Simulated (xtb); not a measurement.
H3S, SMILES [SH3+], charge +1. All values are semi-empirical tight-binding results from xtb (GFN2-xTB unless named), good for trends rather than for accurate numbers. Coordinates come from a GFN2-xTB optimisation. The isomer is the one that the SMILES or the coordinates give; other isomers of the formula were not compared.

Optimised geometry:

```xyz
4

S      0.0000     0.0000     0.1152
H     -0.9888    -0.5709    -0.6145
H      0.0000     1.1418    -0.6145
H      0.9888    -0.5709    -0.6145
```
Charge +1, spin multiplicity 1.

Computed properties:
The point group as xtb finds it is C3v and the orbital gap comes out as 7.77 eV. The zero-point energy is 14.3 kcal/mol, the G − E(el) at 298.15 K (modified RRHO) is 1.8 kcal/mol and the static polarisability (D4 model) is 23.7 bohr³. The solvation energy, GFN2-xTB/ALPB(water) is -81.4 kcal/mol and the solvation energy, GFN2-xTB/ALPB(ch2cl2) is -61.5 kcal/mol.

Computed atomic charges:
charges (e) S1 0.25, H2 0.25, H3 0.25, H4 0.25.
